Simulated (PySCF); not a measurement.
Below is a simulated gas-phase C 1s photoelectron spectrum of `C=C(C)CC[SiH3]`.

Every computed line was given a Gaussian of 1.0 eV full width at half maximum and an area set by the number of equivalent atoms; the highest printed point is 100. Method used: delta-SCF UKS SCAN, pcX-2 on the ionised atom, pcseg-1 elsewhere, spin-free X2C in PySCF.

binding energy (eV), intensity and a bar:
```
    288.3          0 
    288.4          0 
    288.5          0 
    288.6          1 
    288.7          2 
    288.8          3 #
    288.9          5 #
    289.0          7 ##
    289.1         11 ###
    289.2         15 #####
    289.3         21 ######
    289.4         28 ########
    289.5         35 ###########
    289.6         43 #############
    289.7         52 ###############
    289.8         60 ##################
    289.9         69 #####################
    290.0         77 #######################
    290.1         85 #########################
    290.2         92 ############################
    290.3         97 #############################
    290.4        100 ##############################
    290.5        100 ##############################
    290.6         97 #############################
    290.7         90 ###########################
    290.8         80 ########################
    290.9         68 #####################
    291.0         56 #################
    291.1         43 #############
    291.2         32 ##########
    291.3         23 #######
    291.4         15 #####
    291.5         10 ###
    291.6          6 ##
    291.7          3 #
    291.8          2 #
    291.9          1 
    292.0          0 
    292.1          0
```

Question: How many maxima does the curve show, and how many computed lines lie under it?

Answer: The curve has 1 maximum (at 290.4 eV). Under it lie 5 lines from 5 inequivalent carbon sites. At this width some lines have no maximum of their own.

Question: Decompose the envelope and assign each component. Numbering: `[CH2:1]=[C:2]([CH3:3])[CH2:4][CH2:5][SiH3:6]`.

Answer: 
| position (eV) | relative area | line | atoms | environment |
| --- | --- | --- | --- | --- |
| 289.72 | 1 | C 1s | C1 | terminal =CH2 carbon |
| 290.15 | 1 | C 1s | C5 | sp3 carbon bound to silicon |
| 290.46 | 1 | C 1s | C2 | fully substituted alkene carbon |
| 290.66 | 1 | C 1s | C4 | allylic carbon |
| 290.69 | 1 | C 1s | C3 | allylic carbon |

Lowest listed C 1s: C1, bonded to C (double bond) and 2 H. Highest, 0.97 eV above it: C3, bonded to C and 3 H. The widest gap between neighbouring values is 0.43 eV, between 289.72 and 290.15 eV. Summing the Pauling electronegativity differences to the bonded atoms, each weighted by its formal bond order, gives -0.70 for the lowest site and -1.05 for the highest; the largest sum, 0.00, belongs to C2, 0.23 eV below the top. The smallest sum, -1.35, belongs to C5, 0.43 eV above the lowest. The values 290.66 and 290.69 eV lie too close for their order to be trusted.

Shake-up satellites, vibrational structure and lifetime widths aren't simulated. Spin contamination (⟨S²⟩ against 0.75 for a pure doublet) is marked for C 1s of C2 (0.86), which makes this value less certain. The structure is a single PBE0-D3(BJ)/def2-SVP conformer in the gas phase; no vibrational or solvent corrections.

Shape of the structure used: `[CH2:1]=[C:2]([CH3:3])[CH2:4][CH2:5][SiH3:6]`: C1–C2–C4–C5 -116°, C2–C4–C5–Si6 56°.
